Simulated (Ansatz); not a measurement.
Abridged output of a molecular run in Ansatz:

```
Functional definition: HF
952 factors; integrals over basis functions are off by at most 9.2e-4 eV
mean field evaluation 1: about -60037.9603 eV, gradient 4.9e1 eV
mean field evaluation 2: about -60038.0546 eV, gradient 4.9e1 eV
mean field evaluation 4: about -60042.6246 eV, gradient 3.2e0 eV
mean field evaluation 8: about -60042.6813 eV, gradient 3.3e-1 eV
mean field -60042.68182266 eV, -2206.5278585912 hartree, gradient 9.3e-6 eV, S^2 0.000000; 0 other end points of the search recorded, 0 dependent functions left out
11 core orbitals not correlated: weight in the atoms' cores, before any rotation towards them, 1.000 or more for the frozen orbitals, at most 0.000 for the correlated occupied ones
reference -60042.68182266 eV, -2206.5278585912 hartree; 14, 14 occupied and 127, 127 virtual orbitals, 952 factors
second order -18.86406555 eV of doubles, -0.00000000 eV of singles
cycle   1  -18.46808439 eV  change    4.0e-1 eV  update   1.1e-1
cycle   2  -18.97534325 eV  change   -5.1e-1 eV  update   3.3e-2
cycle   3  -19.08475873 eV  change   -1.1e-1 eV  update   1.8e-2
cycle   4  -19.06810069 eV  change    1.7e-2 eV  update   5.1e-3
cycle   5  -19.06570841 eV  change    2.4e-3 eV  update   2.6e-3
cycle   6  -19.06684901 eV  change   -1.1e-3 eV  update   9.1e-4
cycle   7  -19.06638271 eV  change    4.7e-4 eV  update   2.9e-4
cycle   8  -19.06630440 eV  change    7.8e-5 eV  update   1.1e-4
cycle   9  -19.06633810 eV  change   -3.4e-5 eV  update   3.5e-5
cycle  10  -19.06633139 eV  change    6.7e-6 eV  update   1.6e-5
perturbative correction -0.75010545 eV, -0.0275658670 hartree
Total energy: -60062.49825950 eV, -2207.2560992131 hartree
```

Its atoms:

```xyz
6

N    -0.784    0.307    0.475
Ge   -0.464   -0.644   -1.055
O     1.328   -0.654   -1.023
H    -1.726    0.505    0.775
H    -0.100    0.689    1.111
H     1.746   -0.203   -0.284
```

Question: Which basis set was used?
A. def2-TZVPP
B. cc-pV(Q+d)Z
C. def2-TZVPPD
D. def2-QZVPP

Answer: A. It gives 152 functions.

Question: Write the keys of the input that set method, charge and spin (a neutral closed shell needs none for the last two).

Answer: 
```yaml
correlation: {method: ccsd_t}
```
